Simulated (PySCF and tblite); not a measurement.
Values are calculated unless marked as measured or tabulated.
C6H9F3S, numbered as in [F:1][C:2]([F:3])([F:4])[C@H:5]1[CH2:6][CH2:7][CH2:8][CH2:9][S:10]1. The ensemble was built from 90 distance-geometry starts (ETKDG and KDG, MMFF94s, GFN2-xTB) and rests on PBE0-D3(BJ)/def2-SVP geometries. Weights use PBE0-D3(BJ)/def2-SVPD energies plus GFN2-xTB zero-point and thermal terms (modes under about 100 cm⁻¹ blended into free rotors). Symmetry numbers and mirror images are counted. Conformers within 4 kcal/mol (GFN2-xTB free energy) were kept, 5 at most. GIAO shieldings: PBE0/pcSseg-1. Shifts are against TMS (¹H), TMS (¹³C), CFCl3 (¹⁹F) at the same level; of two unlike H on one atom, a is the less shielded. Run with PySCF (density fitting) and tblite.

The 6-ring runs over atoms 5–6–7–8–9–10.

| conformer | shape | point group | mirror pair | ΔE(DFT) | Δ(G−E) at 298.15 K | δ H6a (ppm) |
| --- | --- | --- | --- | --- | --- | --- |
| 1 | 6-ring chair (C2 axial) | C1 | no | 0.00 | 0.00 | 2.16 |
| 2 | 6-ring chair (all substituents equatorial) | C1 | no | 0.88 | -0.44 | 1.45 |
| 3 | 6-ring twist-boat (ring torsions -72, 31, 38, -64, 27, 33°) | C1 | no | 3.50 | -0.33 | 1.28 |
| 4 | 6-ring between boat and twist-boat (ring torsions -45, -23, 68, -44, -18, 64°) | C1 | no | 4.61 | -0.50 | 1.53 |

Energies in kcal/mol; the thermal term leaves out symmetry numbers and mirror images.

Question: Work out the weights at 298.15 K and the ¹H shift of H6a under fast exchange.

Answer: RT = 0.592 kcal/mol. Each conformer gets RT ln(σ/g), with σ the rotational symmetry number and g = 2 for a mirror pair: 1: σ = 1, g = 1, G = 0.00 + 0.00 + 0.00 = 0.00, 0.00 above the lowest, exp(−ΔG/RT) = 1.000; 2: σ = 1, g = 1, G = 0.88 − 0.44 + 0.00 = 0.44, 0.44 above the lowest, exp(−ΔG/RT) = 0.472; 3: σ = 1, g = 1, G = 3.50 − 0.33 + 0.00 = 3.16, 3.16 above the lowest, exp(−ΔG/RT) = 0.005; 4: σ = 1, g = 1, G = 4.61 − 0.50 + 0.00 = 4.11, 4.11 above the lowest, exp(−ΔG/RT) = 0.001. The sum is 1.478, so the weights are 67.7, 31.9, 0.3, 0.1 %. The averaged shift is 1.93 ppm. At 298.15 K the leading conformer alone gives 2.16 ppm and bare DFT energies give 2.03 ppm.
